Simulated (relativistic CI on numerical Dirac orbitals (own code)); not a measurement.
Magnetism of Pr³⁺, 4f2, in a crystal field

Calculated by Dirac-Coulomb-Breit CI, orbitals from a KLI potential per configuration, a model potential for QED, valence Slater integrals scaled by 0.8, one configuration in a parametric crystal field (own radial code).

Field parameters in Wybourne normalisation; cubic f-shell fields have B⁴₄ = √(5/14) B⁴₀ and B⁶₄ = −√(7/2) B⁶₀. The field is a parameter set, without covalency.

S is read from ⟨S²⟩ = S(S + 1).

Powder χT (cm³ K mol⁻¹) by Van Vleck's formula, with temperature-independent terms:

```
                                                                                                        Field     2 K     5 K    10 K   20 K   50 K  100 K  200 K  300 K
C2v, B20 = -290, B22 = 250, B40 = 330, B42 = 400, B44 = -90, B60 = 140, B62 = 270, B64 = -430, B66 = -90 cm⁻¹   0.169   0.372   0.583  0.874   1.25   1.45   1.57   1.62
                                D3d, B20 = 2340, B40 = -940, B43 = -540, B60 = 110, B63 = 750, B66 = 770 cm⁻¹    1.19    1.19     1.2   1.22   1.28   1.36   1.45   1.51
                                                       D3h, B20 = 1140, B40 = -460, B60 = -880, B66 = 40 cm⁻¹    1.27    1.27    1.29   1.31   1.37   1.47   1.56    1.6
                                             D4h, B20 = -950, B40 = 2440, B44 = -120, B60 = 0, B64 = 420 cm⁻¹  0.0286  0.0714   0.143  0.286  0.694   1.11   1.39    1.5
                                                                               Oh, B40 = 2980, B60 = 370 cm⁻¹  0.0128  0.0321  0.0642  0.128  0.321  0.635    1.1   1.33
                                                                              Oh, B40 = -2040, B60 = 290 cm⁻¹    1.02    1.02    1.03   1.05   1.11    1.2   1.37   1.48
```

For Oh, B40 = -2040, B60 = 290 cm⁻¹: what effective moment follows at 300 K?

μ_eff = √(8χT) = 3.44 μB. The LS value g√(J(J + 1)) of the free ion's ³H4 level is 3.58 μB.
